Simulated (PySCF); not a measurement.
Compound: C2H14OSi5.
Bonds: Si1–Si2, Si2–Si3, Si2–C4, C4–Si5, Si5–O6, O6–Si7, Si7–C8, Si2–C8. Hydrogens: H9, H10, H11 on Si1; H12, H13, H14 on Si3; H15, H16 on C4; H17, H18 on Si5; H19, H20 on Si7; H21, H22 on C8.

NICS is the negative of the GIAO shielding at a point without a nucleus: at the ring centre (0) and 1 Å above and below it (1); zz is the component along the ring normal. Level: GIAO PBE0/pcSseg-1 (PySCF, non-relativistic, gas phase) on the GFN2-xTB geometry, one conformer.

Ring bond lengths (Å), with Mayer bond orders in brackets: Si2–C4 1.927 (0.89), C4–Si5 1.898 (0.88), Si5–O6 1.626 (0.92), O6–Si7 1.626 (0.92), Si7–C8 1.898 (0.89), C8–Si2 1.928 (0.89).

What do the NICS probes read (ppm)?

```csv
ring,type,NICS(0),"NICS(1), two faces","NICS(1)zz, two faces",rms pucker (Å),"centre to ring atoms, mean (Å)"
Si2–C4–Si5–O6–Si7–C8,6-membered ring with O and 3 Si; formal bonds all single,-1.8,-1.5 / -1.1,4.2 / 1.8,0.24,1.77
```

What do they say, and how far can they be read as aromaticity?

- Si2–C4–Si5–O6–Si7–C8: mean NICS(1)zz 3.0 ppm, near zero. Si2, C4, Si5, Si7, C8 have four or more neighbours; no verdict on aromaticity is drawn.

The run took 2.9 min wall, 2.4 min CPU on one thread of an Intel Xeon at 2.50 GHz, no GPU, shared host, and the process peaked at 1.1 GiB of memory. This is the whole shielding run at PBE0/pcSseg-1, SCF included.
